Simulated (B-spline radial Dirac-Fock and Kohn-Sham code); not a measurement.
# Dipole and non-dipole photoemission parameters of Bi 4f5/2

System: atomic bismuth, [Xe] 4f14 5d10 6s2 6p3; threshold 162.3 eV (tabulated edge). These are calculated numbers from a B-spline atomic structure program; the model is Dirac-Hartree-Slater photoionisation with a Latter tail; cross sections with all multipoles, angular parameters from the dipole term and its interference with E2.

```
hν (eV)  σ (kb)      β       γ       δ
    185     138  1.018  -0.019  -0.006
    200     174  1.834   0.030   0.001
    300    1570  0.341  -0.006   0.009
    325    1810  0.291  -0.009   0.010
    386    1980  0.312  -0.013   0.012
    396       ?      ?       ?       ?
    399    1970  0.326  -0.014   0.013
    435    1890  0.373  -0.015   0.015
    600    1270  0.587  -0.013   0.025
    798     730  0.767   0.006   0.036
    982     451  0.875   0.035   0.047
   1250     240  0.971   0.096   0.062
 1486.9     147  1.020   0.159   0.074
   2000    59.3  1.064   0.307   0.098
   2140    47.7  1.068   0.348   0.105
   2950    16.3  1.055   0.574   0.140
   3790    6.70  1.018   0.777   0.176
 5414.7    1.77  0.933   1.085   0.242
   7440   0.508  0.840   1.360   0.321
   7470   0.499  0.839   1.364   0.322
  12000  0.0704  0.690   1.749   0.486
  13700  0.0400  0.648   1.846   0.543
```

Q: Give the values at 396 eV.

A: σ = 1980 kb, β = 0.323, γ = -0.014, δ = 0.013.
